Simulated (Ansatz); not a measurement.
A made-up structure of CH$_{2}$Br (charge -1), closed shell:

C1  (-0.481, -0.260, -0.019)
Br2  (0.209, 1.160, 0.669)
H3  (-0.094, 0.033, -1.091)
H4  (0.367, -0.933, 0.441)
(Å)

It is relaxed with PBE-D4/def2-SVPD and then PBE0-D4/def2-TZVPD (Ansatz 0.2.0). Atoms count as bonded within 1.22 times the sum of their covalent radii (H–H: 0.88 Å). The end point is not checked to be a true minimum.

Does its bonding change? (Judge from chemistry; the calculation decides.)

By the calculation: No: no bond forms or breaks.

Where it ends: The first stage lowers the energy by 1.61 eV in 8 steps. It ends as CH₂Br ([CH2][Br]), total charge -1:
C1  (-0.454, -0.318, -0.064)
Br2  (0.231, 1.431, 0.833)
H3  (-0.102, -0.109, -1.094)
H4  (0.325, -1.004, 0.325)
(Å)

Labels in which every atom is bracketed show which atoms are joined, not bond orders.

For scale, one of the runs: PBE0-D4/def2-TZVPD relaxation, 112 basis functions, launched by `ansatz run in.yaml --threads 2 --pin off --events-out ev --progress --plain --max-ram 4352MiB`. The run took about 11 s on 2 CPU threads of an Arm Neoverse V2 (shared host).
